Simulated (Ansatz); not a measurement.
`[SiH3][O][Ge][Cl]` + CH₃SH → `C[S][Ge][Cl]` + `O[SiH3]` at 298.15 K and 1 bar (ligand exchange at a Ge–O bond).

Program: Ansatz. Geometries: PBE0-D4/def2-TZVP. ΔE: electronic, gas phase. CCSD(T)/CBS is the MP2 limit (def2-TZVPP, def2-QZVPP) plus CCSD(T) − MP2 in def2-TZVPP, frozen cores. This one scheme is used for every species. For Ge outer-core shells are correlated without core-valence functions, which leaves a few kJ/mol of doubt a bond. Scalar relativity is left out up to krypton. One conformer a species, not always the lowest.

```
            species  CCSD(T)/CBS energy (Eh)  H − E (kJ/mol)  S (J/(mol·K))
`[SiH3][O][Ge][Cl]`              -2902.05095            99.8          352.4
              CH₃SH               -438.22835           133.0          253.2
     `C[S][Ge][Cl]`              -2973.58695           124.8          354.2
          `O[SiH3]`               -366.69042           113.6          257.8
```

H − E and S are ideal-gas, rigid-rotor, harmonic terms from PBE0-D4/def2-TZVP, for one conformer and one mirror image of each species. 1 Eh = 2625.50 kJ/mol, R = 8.31446 J/(mol·K).

Question: By hand: ΔE, ΔH, ΔS and ΔG.

Answer: ΔE = (-2973.58695) + (-366.69042) − (-2902.05095) − (-438.22835) = 0.00193 Eh = 5.1 kJ/mol. Δ(H − E) = 124.8 + 113.6 − 99.8 − 133.0 = 5.6, so ΔH = 10.7 kJ/mol. ΔS = 354.2 + 257.8 − 352.4 − 253.2 = 6.4 J/(mol·K). ΔG = 10.7 − 298.15 × (6.4)/1000 = 8.8 kJ/mol.

Question: By hand: the equilibrium constant, and the temperature at which ΔG would vanish if ΔH and ΔS stayed fixed.

Answer: log₁₀ K = −ΔG/(RT ln 10) = -1.5. ΔG = 0 at ΔH/ΔS = 1672 K, though so small a ΔS makes that figure unsure.

The number of gas molecules stays the same, so ΔS is small and ΔH decides. A doubt of 5 kJ/mol in ΔE shifts log₁₀ K by 0.9 here. Other conformers and mirror images would add mixing entropy, several J/(mol·K) or more a flexible species. Modes under 60 cm⁻¹, often nearly free rotors, make the harmonic entropy too high. These are equilibria of isolated gas molecules and say nothing of rates. Largest T1 diagnostic: 0.014 (customary marks: 0.02 for closed shells, 0.045 for open ones).
